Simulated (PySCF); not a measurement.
Species: C7H12N (doublet state).
SMILES with atom numbers: `[H]/[N:6]=[C:5]1/[CH:4][C@@H:3]([CH2:2][CH3:1])[C@H:7]1[CH3:8]` (hydrogens: H9, H10, H11 on C1; H12, H13 on C2; H14 on C3; H15 on C4; H16 on N6; H17 on C7; H18, H19, H20 on C8)

Structure used (GFN2-xTB), in Å, numbered top down from 1:
```xyz
20
C7H12N angstrom
C      2.6751   -0.5919   -0.1147
C      1.2160   -0.6902   -0.5416
C      0.3960    0.4918   -0.0169
C      0.0658    0.4867    1.4364
C     -1.3194    0.5061    1.2208
N     -2.3097    0.4904    2.0329
C     -1.1382    0.5216   -0.3023
C     -1.7646   -0.6507   -1.0378
H      2.7577   -0.6027    0.9690
H      3.1255    0.3271   -0.4843
H      3.2406   -1.4327   -0.5097
H      1.1544   -0.7020   -1.6317
H      0.7929   -1.6221   -0.1649
H      0.8991    1.4132   -0.3355
H      0.6730    0.4997    2.3216
H     -3.2194    0.5229    1.5777
H     -1.4589    1.4608   -0.7610
H     -2.8481   -0.5428   -1.0451
H     -1.4202   -0.6936   -2.0690
H     -1.5227   -1.5906   -0.5470
```

The hyperfine couplings belong to this conformer and change with its torsions.

Level of theory: UKS B3LYP, pcH-1 on C H N, non-relativistic, mean-field spin-orbit, GIAO in PySCF 2.14.0. Isolated species at its GFN2-xTB geometry (one conformer only). A GFN2-xTB geometry isn't a minimum of the functional, and hyperfine couplings can be far from their values at a DFT geometry. Stability of the SCF solution: not tested.

Task: The isotropic 13C couplings are +66.3, -46.9, +43.2, -25.5, -6.0, +3.1, -0.7 MHz. Assign them to C1; C2; C3; C4; C5; C7; C8.

Result: 
```
site  a_iso (MHz)  ρ(0) (bohr⁻³)                 position  distance from C4 (Å)  spin population  largest |T| (MHz)
  C1         -0.7        -0.0006          3 bonds from C4                  3.22             0.00                0.8
  C2        +43.2        +0.0384          2 bonds from C4                  2.57            +0.03                7.6
  C3        -25.5        -0.0226           1 bond from C4                  1.49            -0.06                2.3
  C4        +66.3        +0.0590  largest spin population                  0.00            +0.77              118.4
  C5        -46.9        -0.0417           1 bond from C4                  1.40            -0.20               23.7
  C7         +3.1        +0.0028          2 bonds from C4                  2.12            +0.01                1.9
  C8         -6.0        -0.0053          3 bonds from C4                  3.28             0.00                0.4
```

ρ(0) is the spin density at the nucleus and T the dipolar tensor; entries for several nuclei are means. Largest spin populations (Mulliken): C4 (+0.77), N6 (+0.45), C5 (-0.20) and C3 (-0.06). The angles at C4 add up to 360.0°, so it is planar; its axial dipolar tensor and the negative coupling of its proton fit spin in a p orbital normal to that plane.

The spin density at the nucleus, in bohr⁻³, is negative for C5 (-0.0417), C3 (-0.0226) and H15 (-0.0104), for instance. A restricted open-shell determinant has no negative spin density anywhere; here it arises because α and β orbitals differ (spin polarisation).

Nuclei that the bonding pattern makes equivalent are averaged, as if the motion that swaps them (rotation, inversion, ring flip) were fast.
